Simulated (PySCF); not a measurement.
**One reaction down a group: Cu, Ag, Au**

The same gas-phase reaction for Cu, Ag, Au:
- CuH + CuCl → 2 Cu + HCl
- AgH + AgCl → 2 Ag + HCl
- AuH + AuCl → 2 Au + HCl

Energies from PySCF, thermal terms from the rigid-rotor harmonic-oscillator model, ideal gas at 1 bar. † marks an energy on the PBE0/def2-TZVP geometry and frequencies. MP2 and CCSD(T) freeze the core. Open shells (unrestricted): Cu (multiplicity 2), Ag (multiplicity 2), Au (multiplicity 2); the rest are closed-shell singlets. B3LYP is the form with VWN-RPA correlation. Ag, Au: scalar-relativistic def2 core potential, no spin-orbit coupling. Cu: all electrons, no relativistic terms. MP2 isn't extrapolated to the basis-set limit. CCSD(T) isn't extrapolated to the basis-set limit. The harmonic model lacks anharmonicity and excited electronic states, which grow with temperature; levels with a mode under 35 cm⁻¹ are left out. Warning, large T1 diagnostic: AgH, AuCl, AuH, CuCl, CuH (CCSD(T)/def2-TZVPP†).

ΔH°(298 K) in kJ, by level:

| level | Cu | Ag | Au |
|---|---|---|---|
| ωB97M-V/def2-TZVP† | 196.4 | 121.6 | 125.9 |
| MP2/def2-SVP† | 180.9 | 83.0 | 105.5 |
| PBE0/def2-QZVP† | 174.3 | 92.2 | 133.4 |
| M06-2X/def2-TZVP† | 137.3 | 69.4 | 81.5 |
| B3LYP/def2-TZVP† | 159.3 | 80.2 | 115.7 |
| CCSD(T)/def2-TZVPP† | 176.7 | 92.4 | 136.5 |

At ωB97M-V/def2-TZVP†, ΔH° is not monotonic: it is lowest for Ag and highest for Cu, over a range of 74.8 kJ; the steps are -74.8, +4.3 kJ. 6 of the 6 levels shown give the same order. The levels scatter most for Cu (59.1 kJ between the highest and the lowest) and least for Ag (52.2 kJ). ΔS°(298 K) runs from 82.1 to 85.5 J/K, so TΔS° at 298 K spreads over 1.0 kJ among the members, against 74.8 kJ for ΔH°.

Free energies at ωB97M-V/def2-TZVP†:

```json
[
 {"member": "Cu", "ΔS°(298 K), J/K": "85.5", "ΔG°(298 K), kJ": "171", "ΔG°(1000 K), kJ": "109", "ΔG° changes sign": "2000 to 2500 K"},
 {"member": "Ag", "ΔS°(298 K), J/K": "82.1", "ΔG°(298 K), kJ": "97", "ΔG°(1000 K), kJ": "38", "ΔG° changes sign": "1400 to 1600 K"},
 {"member": "Au", "ΔS°(298 K), J/K": "84.5", "ΔG°(298 K), kJ": "101", "ΔG°(1000 K), kJ": "39", "ΔG° changes sign": "1400 to 1600 K"}
]
```

The NASA 1993 table holds none of these reactions whole; the comparison is among the levels.
